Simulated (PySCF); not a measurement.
Molecule: SMILES C=COC(F)(F)F, C₃H₃F₃O.

Cartesian coordinates in Å; atom numbers follow the order of the lines, from 1:
```xyz
10

C    -1.4134   -0.3362    0.3841
C    -0.8545    0.0941   -0.7266
O     0.4943    0.3696   -0.9491
C     1.3659    0.2000    0.0287
F     2.5763    0.5228   -0.4116
F     1.1315    0.9602    1.1119
F     1.4425   -1.0623    0.4836
H    -0.8745   -0.5346    1.2934
H    -2.4734   -0.5049    0.4057
H    -1.3858    0.2960   -1.6428
```

Frames of a GFN2-xTB Langevin trajectory at 400 K; GIAO PBE0/pcSseg-1 shieldings in PySCF 2.14.0 with density-fitted response routines, gas phase, non-relativistic; equivalent atoms averaged within each frame.

Referencing at the same level of theory: TMS for 13C (σref 186.93), 1H (σref 31.72); H2O for 17O (σref 336.08); CFCl3 for 19F (σref 170.95). The references are static minima.

Problem. How do the shifts (ppm) fluctuate along the trajectory?

Solution. 
```csv
time (fs),C2,C4,C1,O3,F5/F6/F7,H10,H8,H9
optimised geometry,150.4,130.1,103.7,172.8,-73.7,6.42,5.30,5.04
250,158.3,133.8,122.4,171.2,-52.2,6.44,6.15,5.86
425,157.3,130.8,105.1,187.3,-71.0,7.23,4.41,4.57
625,157.6,133.9,110.7,181.7,-58.2,6.92,5.89,5.72
800,158.2,127.8,107.6,170.6,-77.0,6.51,4.28,5.47
1000,158.9,126.2,107.1,172.7,-70.9,6.93,6.21,6.04
mean of frames,158.1,130.5,110.6,176.7,-65.9,6.80,5.39,5.53
standard deviation,0.6,3.5,6.9,7.4,10.3,0.33,0.96,0.57
```

5 frames give an uncertainty of the mean of about the standard deviation over 2.2 at best, since frames this close in time may not be independent; classical motion lacks zero-point vibration, and the reference would need the same averaging.
